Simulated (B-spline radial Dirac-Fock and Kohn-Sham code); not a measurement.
Compton profile of Tc⁷⁺

System: Tc⁷⁺ in the configuration 1s2 2s2 2p6 3s2 3p6 3d10 4s2 4p6.

The run's input, task.json:

```json
{"items": [{
  "Z": 43,
  "q": 7,
  "cfg": [[1, 0, 2], [2, 0, 2], [2, 1, 6], [3, 0, 2], [3, 1, 6], [3, 2, 10], [4, 0, 2], [4, 1, 6]],
  "A": 97,
  "rrms": 4.4112,
  "do": ["scatter"],
  "s": [0.0, 0.07, 0.08, 0.1, 0.11, 0.14, 0.16, 0.19, 0.23, 0.27, 0.33, 0.39, 0.47, 0.56, 0.66, 0.79, 0.95, 1.13, 1.35, 1.61, 1.92, 2.29, 2.73],
  "pz": [0, 0.1, 0.14, 0.19, 0.25, 0.35, 0.47, 0.65, 0.88, 1.2, 1.6, 2.2, 3.1, 4.2, 5.7, 7.8, 11.0, 15.0, 20.0, 27.0, 37.0],
  "hv_scatter": [2000, 5000, 8047.8, 10000, 17479.3, 20000, 50000, 1000000]
}]}
```

Launch: `python xray_run.py task.json out`

Calculated with a radial finite-basis atomic code, using the impulse approximation on Dirac-Fock orbitals of the configuration average with a finite nucleus. pz is in atomic units of momentum; subshell profiles are per electron, for a selection of subshells; open shells are spread over both j values by their weights.

| pz | J total | J 3d3/2 | J 4s1/2 | J 4p3/2 |
| --- | --- | --- | --- | --- |
| 0.88 | 3.901 | 0.0716 | 0.224 | 0.238 |
| 1.2 | 3.493 | 0.0715 | 0.140 | 0.203 |
| 1.6 | 2.942 | 0.0714 | 0.0699 | 0.142 |
| 2.2 | 2.281 | 0.0707 | 0.0327 | 0.0626 |
| 3.1 | 1.768 | 0.0675 | 0.0292 | 0.0156 |
| 4.2 | 1.403 | 0.0591 | 0.0172 | 0.0113 |
| 5.7 | 0.9648 | 0.0429 | 0.00418 | 0.00779 |
| 7.8 | 0.5624 | 0.0229 | 0.00198 | 0.00205 |
| 11 | 0.2889 | 0.00745 | 0.00130 | 0.000480 |
| 15 | 0.1489 | 0.00180 | 0.000302 | 0.000429 |
| 20 | 0.07368 | 0.000344 | 6.13e-05 | 0.000233 |
| 27 | 0.03255 | 4.52e-05 | 5.16e-05 | 7.16e-05 |
| 37 | 0.01269 | 4.11e-06 | 3.08e-05 | 1.37e-05 |

Q: What is the peak value J(0), and which subshell contributes most to it?

A: J(0) = 4.409. The 4p3/2 subshell gives the largest part, 24 %.

Mean momentum ⟨p⟩ by subshell (a.u.): 1s1/2 38.4, 2s1/2 13.4, 2p1/2 18.0, 2p3/2 17.4, 3s1/2 6.25, 3p1/2 7.45, 3p3/2 7.26, 3d3/2 8.50, 3d5/2 8.43, 4s1/2 2.78, 4p1/2 3.07, 4p3/2 3.01.
